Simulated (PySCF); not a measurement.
CH7Cl2NSi2 (SMILES CN([SiH3])[SiH](Cl)Cl), singlet, at a GFN2-xTB geometry; CASSCF(4,4)/STO-3G (PySCF).

PySCF was given this input:
```python
from pyscf import gto, scf, mcscf, mp
import numpy

mol = gto.M(
    atom='''
Si   -2.365822   -0.963465    0.390539
N    -0.966805   -0.247080   -0.366780
C    -1.257457    0.712444   -1.423279
Si    0.628915   -0.298876    0.286197
Cl    1.946014   -0.280550   -1.234931
Cl    0.996647    1.293243    1.469334
H    -3.119744    0.053816    1.130699
H    -1.858269   -1.999410    1.281442
H    -3.175435   -1.502993   -0.702836
H    -0.407771    0.810491   -2.097472
H    -2.116824    0.374091   -1.999842
H    -1.487696    1.698401   -1.011194
H     0.769584   -1.522490    1.047166
''',
    basis='sto-3g',
    charge=0,
    spin=0,
    verbose=4,
)

mf = scf.RHF(mol)
mf.kernel()
mc = mcscf.CASSCF(mf, 4, 4)
mc.fix_spin_(ss=0.0)
noons, natorbs = mcscf.addons.make_natural_orbitals(mp.MP2(mf).run())
mc.kernel(natorbs)
occ = numpy.linalg.eigvalsh(mc.fcisolver.make_rdm1(mc.ci, mc.ncas, mc.nelecas))[::-1]
ss = mc.fcisolver.spin_square(mc.ci, mc.ncas, mc.nelecas)[0]
print('natural occupations', occ.round(4), ' <S^2>', round(ss, 4))
```

Predict the main parts of the log of this PySCF run.


```
PySCF version 2.14.0

[INPUT] verbose = 4
[INPUT] num. atoms = 13
[INPUT] num. electrons = 82
[INPUT] charge = 0
[INPUT] spin (= nelec alpha-beta = 2S) = 0
[INPUT] symmetry False subgroup None
[INPUT] Mole.unit = angstrom
[INPUT] Symbol           X                Y                Z      unit          X                Y                Z       unit  Magmom
[...]
nuclear repulsion = 543.561939887671
number of shells = 33
number of NR pGTOs = 159
number of NR cGTOs = 53
basis = sto-3g
ecp = {}

******** <class 'pyscf.scf.hf.RHF'> ********
method = RHF
initial guess = minao
damping factor = 0
level_shift factor = 0
DIIS = <class 'pyscf.scf.diis.CDIIS'>
diis_start_cycle = 1
diis_space = 8
diis_damp = 0
SCF conv_tol = 1e-09
SCF conv_tol_grad = None
SCF max_cycles = 50
direct_scf = True
direct_scf_tol = 1e-13
Set gradient conv threshold to 3.16228e-05
Initial guess from minao.
init E= -1575.54540880317
[...]
cycle= 1 E= -1575.66963317955  delta_E= -0.124  |g|= 0.422  |ddm|= 4.19
[...]
cycle= 2 E= -1575.74191479298  delta_E= -0.0723  |g|= 0.133  |ddm|= 0.907
[...]
cycle= 3 E= -1575.74789316383  delta_E= -0.00598  |g|= 0.032  |ddm|= 0.233
[...]
cycle= 4 E= -1575.74840522125  delta_E= -0.000512  |g|= 0.00647  |ddm|= 0.07
[...]
cycle= 5 E= -1575.74843708437  delta_E= -3.19e-05  |g|= 0.00133  |ddm|= 0.0213
[...]
cycle= 6 E= -1575.74843851724  delta_E= -1.43e-06  |g|= 0.00024  |ddm|= 0.00471
[...]
cycle= 7 E= -1575.74843857006  delta_E= -5.28e-08  |g|= 5.1e-05  |ddm|= 0.000969
[...]
cycle= 8 E= -1575.74843857258  delta_E= -2.52e-09  |g|= 1.57e-05  |ddm|= 0.000201
[...]
cycle= 9 E= -1575.74843857284  delta_E= -2.55e-10  |g|= 2.78e-06  |ddm|= 7.34e-05
[...]
Extra cycle  E= -1575.74843857284  delta_E= -5e-12  |g|= 1.19e-06  |ddm|= 6.98e-06
converged SCF energy = -1575.74843857284

******** <class 'pyscf.mp.mp2.RMP2'> ********
nocc = 41, nmo = 53
E(RMP2) = -1575.93778102484  E_corr = -0.189342452003203
E(SCS-RMP2) = -1575.95347377335  E_corr = -0.20503520050486
E_corr(same-spin) = -0.0255873944988269
E_corr(oppo-spin) = -0.163755057504376

******** <class 'pyscf.mcscf.mc1step.CASSCF'> ********
CAS (2e+2e, 4o), ncore = 39, nvir = 10
max_cycle_macro = 50
max_cycle_micro = 4
conv_tol = 1e-07
conv_tol_grad = None
orbital rotation max_stepsize = 0.02
orbital rotation threshold for CI restart = 0.01
augmented hessian ah_max_cycle = 30
augmented hessian ah_conv_tol = 1e-12
augmented hessian ah_linear dependence = 1e-14
augmented hessian ah_level shift = 1e-08
augmented hessian ah_start_tol = 2.5
augmented hessian ah_start_cycle = 3
augmented hessian ah_grad_trust_region = 3
kf_trust_region = 3
kf_interval = 4
ci_response_space = 4
ci_grad_trust_region = 3
with_dep4 0
natorb = False
canonicalization = True
sorting_mo_energy = False
ao2mo_level = 2
internal_rotation = False
******** <class 'pyscf.fci.addons.SpinPenaltyFCISolver'> ********
max. cycles = 50
conv_tol = 1e-08
davidson only = True
linear dependence = 1e-12
level shift = 0.001
max iter space = 12
nroots = 1
pspace_size = 400
spin = None
CASCI E = -1575.75920406854  S^2 = 0.0000000
Set conv_tol_grad to 0.000316228
macro iter   1 ( 21 JK    4 micro), CASSCF E = -1575.77159632980  dE = -1.23922613e-02  S^2 = 0.0000000
               |grad[o]|=0.0166  |grad[c]|=0.101  |ddm|=0.0504  |maxRot[o]|=0.282
macro iter   2 ( 21 JK    4 micro), CASSCF E = -1575.77447999660  dE = -2.88366680e-03  S^2 = 0.0000000
               |grad[o]|=0.0126  |grad[c]|=0.0225  |ddm|=0.0115  |maxRot[o]|=0.0862
macro iter   3 ( 21 JK    4 micro), CASSCF E = -1575.77554538152  dE = -1.06538492e-03  S^2 = 0.0000000
               |grad[o]|=0.00862  |grad[c]|=0.0141  |ddm|=0.0109  |maxRot[o]|=0.0383
macro iter   4 ( 21 JK    4 micro), CASSCF E = -1575.77613180100  dE = -5.86419481e-04  S^2 = 0.0000000
               |grad[o]|=0.00665  |grad[c]|=0.0131  |ddm|=0.00976  |maxRot[o]|= 0.03
macro iter   5 ( 21 JK    4 micro), CASSCF E = -1575.77647731284  dE = -3.45511836e-04  S^2 = 0.0000000
               |grad[o]|=0.00535  |grad[c]|=0.0114  |ddm|=0.00825  |maxRot[o]|=0.0206
macro iter   6 ( 21 JK    4 micro), CASSCF E = -1575.77668728914  dE = -2.09976299e-04  S^2 = 0.0000000
               |grad[o]|=0.00447  |grad[c]|=0.00979  |ddm|=0.00675  |maxRot[o]|=0.0156
macro iter   7 ( 21 JK    4 micro), CASSCF E = -1575.77680842247  dE = -1.21133334e-04  S^2 = 0.0000000
               |grad[o]|=0.00385  |grad[c]|=0.00855  |ddm|=0.00552  |maxRot[o]|=0.013
macro iter   8 ( 21 JK    4 micro), CASSCF E = -1575.77687726360  dE = -6.88411315e-05  S^2 = 0.0000000
               |grad[o]|=0.00345  |grad[c]|=0.00773  |ddm|=0.00463  |maxRot[o]|=0.0125
macro iter   9 ( 21 JK    4 micro), CASSCF E = -1575.77692016874  dE = -4.29051386e-05  S^2 = 0.0000000
               |grad[o]|=0.00321  |grad[c]|=0.00722  |ddm|=0.00402  |maxRot[o]|=0.0104
macro iter  10 ( 21 JK    4 micro), CASSCF E = -1575.77694575448  dE = -2.55857424e-05  S^2 = 0.0000000
               |grad[o]|=0.00302  |grad[c]|=0.0069  |ddm|=0.00364  |maxRot[o]|=0.00847
macro iter  11 ( 21 JK    4 micro), CASSCF E = -1575.77695991601  dE = -1.41615230e-05  S^2 = 0.0000000
               |grad[o]|=0.0029  |grad[c]|=0.00674  |ddm|=0.00335  |maxRot[o]|=0.00671
macro iter  12 ( 21 JK    4 micro), CASSCF E = -1575.77696724563  dE = -7.32962167e-06  S^2 = 0.0000000
               |grad[o]|=0.00283  |grad[c]|=0.00663  |ddm|=0.00319  |maxRot[o]|=0.00539
macro iter  13 ( 21 JK    4 micro), CASSCF E = -1575.77697339547  dE = -6.14984083e-06  S^2 = 0.0000000
               |grad[o]|=0.00279  |grad[c]|=0.00658  |ddm|=0.00305  |maxRot[o]|=0.00378
macro iter  14 ( 21 JK    4 micro), CASSCF E = -1575.77697391404  dE = -5.18569550e-07  S^2 = 0.0000000
               |grad[o]|=0.00275  |grad[c]|=0.00655  |ddm|=0.00297  |maxRot[o]|=0.00323
macro iter  15 ( 21 JK    4 micro), CASSCF E = -1575.77697684170  dE = -2.92766390e-06  S^2 = 0.0000000
               |grad[o]|=0.00274  |grad[c]|=0.00653  |ddm|=0.00292  |maxRot[o]|=0.00213
macro iter  16 ( 21 JK    4 micro), CASSCF E = -1575.77697640566  dE =  4.36043365e-07  S^2 = 0.0000000
               |grad[o]|=0.00272  |grad[c]|=0.00652  |ddm|=0.00287  |maxRot[o]|=0.00182
macro iter  17 ( 21 JK    4 micro), CASSCF E = -1575.77717540356  dE = -1.98997899e-04  S^2 = 0.0000000
               |grad[o]|=0.00271  |grad[c]|=0.00393  |ddm|=0.00202  |maxRot[o]|=0.048
macro iter  18 ( 15 JK    4 micro), CASSCF E = -1575.77737356652  dE = -1.98162967e-04  S^2 = 0.0000000
               |grad[o]|=0.00217  |grad[c]|=0.00535  |ddm|=0.00236  |maxRot[o]|=0.0653
macro iter  19 ( 12 JK    4 micro), CASSCF E = -1575.77739487993  dE = -2.13134028e-05  S^2 = 0.0000000
               |grad[o]|=0.000843  |grad[c]|=0.001  |ddm|=0.000351  |maxRot[o]|=0.0132
macro iter  20 (  8 JK    2 micro), CASSCF E = -1575.77739991172  dE = -5.03179649e-06  S^2 = 0.0000000
               |grad[o]|=0.000365  |grad[c]|=0.000221  |ddm|=0.000176  |maxRot[o]|=0.00781
macro iter  21 (  5 JK    1 micro), CASSCF E = -1575.77740075178  dE = -8.40061148e-07  S^2 = 0.0000000
               |grad[o]|=0.000144  |grad[c]|=0.000231  |ddm|=7.32e-05  |maxRot[o]|=0.00408
macro iter  22 (  3 JK    1 micro), CASSCF E = -1575.77740075775  dE = -5.96151040e-09  S^2 = 0.0000000
               |grad[o]|=2.97e-05  |grad[c]|=3.51e-05  |ddm|=2.37e-05  |maxRot[o]|=0.00051
1-step CASSCF converged in  22 macro (400 JK  80 micro) steps
CASSCF canonicalization
Density matrix diagonal elements [1.98365366 1.98135126 0.01825532 0.01673976]
CASSCF energy = -1575.77740075775
CASCI E = -1575.77740075775  E(CI) = -5.35014423211919  S^2 = 0.0000000
natural occupations [1.9848 1.9804 0.0183 0.0165]  <S^2> 0.0
```
